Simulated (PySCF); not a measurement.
**Predicted spectroscopic data**

One computed conformer, no solvent, non-relativistic Hamiltonian, rapidly exchanging positions averaged. Couplings computed with B3LYP/pcJ-1 (spin–dipole term left out of most H,H and C,H couplings); GFN2-xTB structure; shieldings: GIAO PBE0/pcSseg-1; PySCF 2.14.0 with density-fitted response routines.

Scale: ¹H, ¹³C vs TMS (reference shieldings calculated alike). Multiplet labels drop J under 1 Hz and among equivalent protons, and merge close values. Unscaled 3J(H,H) run several per cent high. Where no couplings were computed, multiplicities follow the n + 1 count of equivalent neighbours, and m marks all less simple cases (inequivalent or close neighbours, rings, F or P nearby). Shifts are as computed. Against solution values, carbons near 30 ppm lie about +3 ppm off and those near 130 ppm about +5 ppm. Of 1211 compounds with measured shifts, 218 miss one by over three times the rms of a fit or turn the order of signals round; such compounds aren't used in these exercises. OH and NH positions are gas-phase values without hydrogen bonding to other molecules.

Compound 1 (C5H4N2O). ¹H NMR (600 MHz, computed): δ 8.49 (s, 1H), 2.44 (s, 3H). ¹³C{¹H} NMR (computed): δ 169.0 (C), 163.2 (CH), 108.3 (C), 73.2 (C), 5.6 (CH3). Structure: SMILES CC#Cc1ncno1.

Compound 2 (C7H11NOSi). ¹H NMR (600 MHz, computed): δ 7.56 (m, 1H), 7.10 (s, 1H), 7.06 (d, 1H), 6.70 (d, 1H), 5.15 (s, 3H), 3.77 (s, 2H), 0.71 (br s, 2H). ¹³C{¹H} NMR (computed): δ 163.0 (C), 155.8 (C), 135.5 (CH), 125.0 (CH), 123.8 (CH), 116.4 (CH), 54.3 (CH2). Structure: SMILES c1(O[SiH3])cccc(CN)c1.

Compound 3 (C7H11NOSi). ¹H NMR (600 MHz, computed): δ 8.29 (s, 1H), 7.56 (m, 1H), 7.02 (m, 1H), 4.76 (q, 2H), 3.89 (s, 3H), 0.42 (t, 3H). ¹³C{¹H} NMR (computed): δ 166.7, 159.7, 155.1, 129.7, 118.8, 52.4, -9.4. Structure: SMILES C/N=C/c1ccc([SiH2]C)o1.

Compound 4 (C4H7N3). ¹H NMR (600 MHz, computed): δ 10.69 (br s, 1H), 2.54 (s, 3H), 2.44 (s, 3H). ¹³C{¹H} NMR (computed): δ 142.1 (C), 134.5 (C), 12.2 (CH3), 9.3 (CH3). Structure: `InChI=1S/C4H7N3/c1-3-4(2)6-7-5-3/h1-2H3,(H,5,6,7)`.
